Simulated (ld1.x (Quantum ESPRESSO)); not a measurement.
**Transferability test, TM semilocal potential for Tc (Z = 43)**

* Element: Tc (Z = 43)
* Generator: ld1.x (Quantum ESPRESSO) 7.5
* Type: norm-conserving Troullier–Martins (semilocal form)
* Functional: PBEsol
* Relativity: scalar-relativistic
* Frozen core: [Kr]
* Valence charge: 7
* Reference configuration: 4d5 5s2 5p0
* Partial waves: 5s (bound): rc 2.35 bohr; 5p (bound, empty): rc 2.90 bohr; 4d (bound): rc 1.45 bohr
* Local potential: the d channel
* Core correction: a·sin(br)/r model core inside 1.15 bohr

Energies are relative to the spin-unpolarised reference configuration 4d5 5s2 5p0; without spin polarisation the order of configurations can differ from experiment.

(1) Give the all-electron excitation energy and the error of the potential for: 4d5 5s1 5p0; 4d5 5s0 5p0; 4d4 5s0 5p0; 4d3 5s0 5p0; 4d5 5s1.5 5p0; 4d5 5s0 5p2; 4d6 5s0 5p0.

Levels in the configuration 4d5 5s1.5 5p0:

| level | all-electron (eV) | pseudo (eV) |
| --- | --- | --- |
| 4d | -10.259 | -10.240 |
| 5s | -8.168 | -8.173 |

Answers

(1)

```
valence configuration  charge  ΔE all-electron (eV)  error AE − PS (meV)
          4d5 5s1 5p0      +1                 8.196                 -7.7
          4d5 5s0 5p0      +2                23.036                  -46
          4d4 5s0 5p0      +3                51.726                 -120
          4d3 5s0 5p0      +4                93.736                 -629
        4d5 5s1.5 5p0    +0.5                 3.303                 -1.9
          4d5 5s0 5p2       0                 7.786                 -9.2
          4d6 5s0 5p0      +1                 6.200                 -150
```
